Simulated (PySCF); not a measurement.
Se(SH)(SiMe3), C₃H₁₀SSeSi, SMILES C[Si](C)(C)[Se]S, GFN2-xTB optimised geometry.

```
16

Se    -1.78     0.14     0.00
S     -2.12     2.29     0.00
H     -2.38     2.42     1.30
Si     0.59     0.14     0.00
C      1.17     0.70    -1.73
C      1.05    -1.67     0.38
C      1.17     1.34     1.36
H      2.25     0.76    -1.78
H      0.83     0.01    -2.50
H      0.77     1.68    -1.96
H      0.60    -2.35    -0.35
H      0.70    -1.97     1.36
H      2.12    -1.81     0.35
H      0.79     1.04     2.34
H      0.82     2.35     1.16
H      2.25     1.37     1.42
```

Density from PySCF with CAM-B3LYP/def2-TZVP at that geometry.

Minimum of the electron density along straight lines between bonded atoms, close to the bond critical point (lines longer than 1.1 times the sum of covalent radii, or with two minima, are not listed):

```tsv
bond	length / Å	ρ at the minimum / e bohr⁻³	∇²ρ there / e bohr⁻⁵	position (fraction from the first atom)
Se1–S2	2.184	0.125	-0.07	0.48
S2–H3	1.335	0.222	-0.66	0.64
Se1–Si4	2.365	0.084	-0.05	0.65
Si4–C5	1.906	0.119	0.11	0.39
Si4–C6	1.902	0.119	0.12	0.39
Si4–C7	1.908	0.119	0.11	0.39
C5–H8	1.085	0.276	-0.93	0.64
C5–H9	1.087	0.276	-0.93	0.64
C5–H10	1.087	0.276	-0.93	0.64
C6–H11	1.086	0.276	-0.93	0.64
C6–H12	1.086	0.276	-0.94	0.64
C6–H13	1.084	0.276	-0.93	0.64
C7–H14	1.087	0.276	-0.93	0.64
C7–H15	1.087	0.276	-0.94	0.64
C7–H16	1.085	0.276	-0.93	0.64
```
